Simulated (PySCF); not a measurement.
## `C(Cl)[C@H]1CC=C[CH+]C1`, [C$_{7}$H$_{10}$Cl]+, charge +1

Geometry:
```json
{"atom": "Cl1", "x (Å)": "2.535", "y (Å)": "-0.749", "z (Å)": "0.993"}
{"atom": "C2", "x (Å)": "2.078", "y (Å)": "0.525", "z (Å)": "-0.190"}
{"atom": "C3", "x (Å)": "0.567", "y (Å)": "0.514", "z (Å)": "-0.381"}
{"atom": "C4", "x (Å)": "0.117", "y (Å)": "-0.852", "z (Å)": "-0.918"}
{"atom": "C5", "x (Å)": "-1.306", "y (Å)": "-1.107", "z (Å)": "-0.794"}
{"atom": "C6", "x (Å)": "-2.110", "y (Å)": "-0.423", "z (Å)": "0.096"}
{"atom": "C7", "x (Å)": "-1.541", "y (Å)": "0.471", "z (Å)": "0.980"}
{"atom": "C8", "x (Å)": "-0.130", "y (Å)": "0.809", "z (Å)": "0.954"}
{"atom": "H9", "x (Å)": "2.425", "y (Å)": "1.478", "z (Å)": "0.208"}
{"atom": "H10", "x (Å)": "2.603", "y (Å)": "0.308", "z (Å)": "-1.120"}
{"atom": "H11", "x (Å)": "0.305", "y (Å)": "1.292", "z (Å)": "-1.105"}
{"atom": "H12", "x (Å)": "0.639", "y (Å)": "-1.631", "z (Å)": "-0.327"}
{"atom": "H13", "x (Å)": "0.457", "y (Å)": "-1.013", "z (Å)": "-1.945"}
{"atom": "H14", "x (Å)": "-1.733", "y (Å)": "-1.905", "z (Å)": "-1.388"}
{"atom": "H15", "x (Å)": "-3.165", "y (Å)": "-0.645", "z (Å)": "0.154"}
{"atom": "H16", "x (Å)": "-2.151", "y (Å)": "0.900", "z (Å)": "1.765"}
{"atom": "H17", "x (Å)": "0.364", "y (Å)": "0.194", "z (Å)": "1.732"}
{"atom": "H18", "x (Å)": "0.035", "y (Å)": "1.841", "z (Å)": "1.275"}
```

Total charge +1.

Method: GIAO KT3/pcSseg-1 magnetisability, rotational g tensor and spin-rotation constants, non-relativistic, gas phase in PySCF. Geometry: GFN2-xTB.

For an ion the centre-of-mass motion in the field is neglected.

(1) Give the nuclear spin-rotation constants along the inertial axes (H = +C I·J) beside the isotropic shieldings.

(2) How do the rotational constants and the g tensor change when H9, H10, H11, H12, H13, H14, H15, H16, H17, H18 are replaced by deuterium?

Answers

(1) Rotational constants 3.3665, 1.1261, 1.0298 GHz. A star marks the isotopologue with that one atom substituted, in its own axes.
```tsv
atom	isotope	Caa (kHz)	Cbb (kHz)	Ccc (kHz)	mean (kHz)	σ (ppm)
Cl1	35Cl	0.780	0.266	0.690	0.578	507.7
H9	1H	-0.298	-0.013	-0.095	-0.136	27.3
H10	1H	-0.297	-0.016	-0.093	-0.135	27.2
H11	1H	-0.340	-0.149	0.027	-0.154	27.9
H12	1H	-0.194	-0.130	-0.031	-0.118	27.0
H13	1H	-0.375	-0.022	-0.090	-0.162	28.2
H14	1H	-0.265	0.090	-0.123	-0.099	22.3
H15	1H	0.271	-0.129	-0.114	0.009	24.1
H16	1H	-0.263	0.088	-0.122	-0.099	22.3
H17	1H	-0.196	-0.131	-0.030	-0.119	27.0
H18	1H	-0.375	-0.020	-0.091	-0.162	28.2
C2	13C*	0.669	0.261	0.193	0.374	123.3
C3	13C*	0.588	0.197	0.226	0.337	134.7
C4	13C*	0.566	0.251	0.154	0.324	140.7
C5	13C*	1.605	0.695	0.186	0.829	-22.0
C6	13C*	1.456	0.408	0.152	0.672	52.1
C7	13C*	1.607	0.695	0.186	0.829	-22.1
C8	13C*	0.566	0.251	0.154	0.324	140.7
```
For the geometry as given, no vibrational averaging.

(2) Constants 2.7221, 1.0266, 0.9248 GHz; g -0.0106, -0.0045, 0.0041, against -0.0124, -0.0047, 0.0045 before.
